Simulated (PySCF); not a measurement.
Gas-phase reaction: SnH2 + HCl = SnHCl + 2 H

Method: PySCF energies plus ideal-gas RRHO corrections (1 bar). † marks an energy on the PBE0/def2-TZVP geometry and frequencies. MP2 and CCSD(T) freeze the core. Open shells (unrestricted): H (multiplicity 2); the rest are closed-shell singlets. Sn: scalar-relativistic def2 core potential, no spin-orbit coupling. SnH2, SnHCl: computed as isolated molecules; such fragments, hydroxides, amides, oligomers or adducts are transient or little studied in the gas. MP2 isn't extrapolated to the basis-set limit. CCSD(T) isn't extrapolated to the basis-set limit.

CCSD(T)/def2-TZVPP† gives ΔH°(298 K) = 316 kJ.

Problem. What do MP2/def2-TZVPP†, r2SCAN/def2-TZVP†, LDA/def2-TZVP† give?

Solution. MP2/def2-TZVPP†: 283 kJ; r2SCAN/def2-TZVP†: 293 kJ; LDA/def2-TZVP†: 328 kJ. For scale, ΔH°(298 K) is 316 kJ at this level, 306 kJ at ωB97M-V/def2-TZVP†, and runs from 212 to 371 kJ over the 18 levels computed.
